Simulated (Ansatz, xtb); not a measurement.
**Isomers of C5H7FN2 in order of energy**

3 gas-phase structures of C5H7FN2, from a drawn sample of its isomers (lower ones may exist). Each was relaxed with GFN2-xTB; where two conformers were screened, the lower at r2SCAN-D4/def2-SVP is listed:

A. `Cc1ncc(CF)[nH]1`, a singlet
B. `Cc1nc(CF)c[nH]1`, a singlet
C. `C=C1NC=C(CF)N1`, a singlet

**Question.** Make a reasoned guess at their ranking by r2SCAN-D4/def2-SVP single-point energy.

**Answer.** Calculated order at r2SCAN-D4/def2-SVP: B (0.000), A (0.089), C (1.150) eV.

Energies above the lowest of each column, in eV; the last columns are at PBE0-D3(BJ)/def2-SVP geometries:

| structure | GFN2-xTB | HF/STO-3G | r2SCAN-D4/def2-SVP | PBE0-D3(BJ)/def2-SVP | CCSD(T)/def2-SVP + ΔMP2/def2-TZVPP |
| --- | --- | --- | --- | --- | --- |
| B | 0.000 | 0.000 | 0.000 | 0.000 | 0.000 |
| A | 0.048 | 0.026 | 0.089 | 0.022 | 0.010 |
| C | 1.038 | 1.719 | 1.150 | 1.133 | 1.245 |

Every level run on B puts it lowest or level with the lowest. Flexible structures stand in one conformer each, not always the lowest. ΔMP2 is the change of the MP2 energy from the smaller to the larger basis.

Programs: Ansatz 0.2.0, xtb 6.7.1.
